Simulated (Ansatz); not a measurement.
Reaction (substitution at a C–O bond): `C=C=C(O)Cl` + silanol → `C=C=C(Cl)O[SiH3]` + H₂O

Calculated with Ansatz (gas phase, PBE0-D4/def2-TZVP geometries, no zero-point term in ΔE). CCSD(T)/CBS is the MP2 limit (def2-TZVPP, def2-QZVPP) plus CCSD(T) − MP2 in def2-TZVPP, frozen cores. This one scheme is used for every species. Functionals use def2-TZVPP. One conformer a species, not always the lowest.

```tsv
level	ΔE (kJ/mol)
BLYP-D4	-1.7
r2SCAN-D4	3.1
BHLYP-D4	-1.6
CAM-B3LYP-D4	1.3
B2PLYP	3.7
CCSD/def2-TZVPP	0.7
MP2/def2-QZVPP	-4.4
MP2/CBS(def2)	-5.2
```

Task: What does CCSD(T)/CBS give? (An estimate is asked.)

Result: Computed: -3.0 kJ/mol. The listed levels differ from it by 1.3, 6.1, 1.4, 4.3, 6.7, 3.7, -1.4, -2.2 kJ/mol.

Task: What do rigid-rotor, harmonic-oscillator terms from PBE0-D4/def2-TZVP frequencies (298.15 K, 1 bar) make of the CCSD(T)/CBS value? (Estimate.)

Result: Ansatz gave: ΔZPE = -3.7 kJ/mol, ΔH = -3.8 kJ/mol, ΔS = -10 J/(mol·K), ΔG = -0.7 kJ/mol. Modes under 50 cm⁻¹ make the entropy rough.

Largest T1 diagnostic among the species: 0.012.

In def2-TZVPP, CCSD(T) changes the Hartree–Fock value by −8.8 kJ/mol (the triples alone add −1.5 kJ/mol) and MP2 by −10.9 kJ/mol. The D4 term adds −8.9 kJ/mol with B3LYP and −5.1 kJ/mol with PBE0; it sums over pairs of atoms, weighted by their polarisabilities, and B3LYP, whose exchange is more repulsive, gets the larger term. Leaving LDA and LC-ωPBE aside and taking each functional with its dispersion term where it has one, the values, not all of them listed here, spread over 5.8 kJ/mol, from BLYP-D4 to B97M-V. LDA lies −3.9 kJ/mol from PBE without D4.

B3LYP here is the variant with VWN-RPA as its local correlation; programs differ in this.
